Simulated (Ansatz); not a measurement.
**Ligand exchange: SnH(CH3)3 + Si3H8O2 → SnH(CH3)2(SiH3) + CH8O2Si2**

Species: SnH(CH3)3, singlet; Si3H8O2 `O[SiH]([SiH3])O[SiH3]`, singlet; SnH(CH3)2(SiH3), singlet; CH8O2Si2 `CO[SiH](O)[SiH3]`, singlet. The partners trade CH3 for SiH3: Sn–CH3 and O–SiH3 bonds give way to Sn–SiH3 and O–CH3.

Shapes, held fixed at every level: PBE0-D4/def2-TZVP. Flexible molecules stand in one conformer, not always the lowest. Programs: Ansatz 0.2.0. Electronic energies: no zero-point or thermal term.

| level | kind | ΔE (kJ/mol) | less CCSD(T)/def2-TZVPP |
| --- | --- | --- | --- |
| HF/def2-TZVPP | Hartree–Fock | +161.6 | +7.0 |
| PBE-D4/def2-TZVPP | GGA | +127.8 | -26.8 |
| r2SCAN-D4/def2-TZVPP | meta-GGA | +146.5 | -8.1 |
| wB97M-V/def2-TZVPP | range-separated hybrid | +151.9 | -2.7 |
| wB97X-V/def2-TZVPP | range-separated hybrid | +146.4 | -8.2 |
| B2PLYP/def2-TZVPP | double hybrid | +152.8 | -1.8 |
| CCSD/def2-TZVPP | coupled cluster or CI | +156.2 | +1.6 |
| CCSD(T)/def2-TZVPP | coupled cluster or CI | +154.6 | 0.0 |

The highest level, CCSD(T)/def2-TZVPP, gives ΔE = +154.6 kJ/mol; the levels span +127.8 to +161.6. The column of differences is taken from that level and isn't an error. No measured value is set beside it here. For atoms past krypton def2 sets carry core potentials with scalar relativity. Outer-core shells of Sn are correlated, in sets that cover them unevenly.
